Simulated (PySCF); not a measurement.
tetrafluoroborate (BF4), SMILES F[B-](F)(F)F, charge -1. Coordinates come from a B3LYP-D3(BJ)/def2-SVPD optimisation.

Q: Give the equilibrium geometry at B3LYP-D3(BJ)/def2-SVPD (PySCF confirms it by a frequency run) as a Z-matrix, and its point group. (The exact figures need the calculation; the answer reports its results.)

A: point group Td.
```
B
F 1 1.4142
F 1 1.4142 2 109.47
F 1 1.4142 2 109.47 3 120.00
F 1 1.4142 2 109.47 3 -120.00
```
Charge -1, spin multiplicity 1.
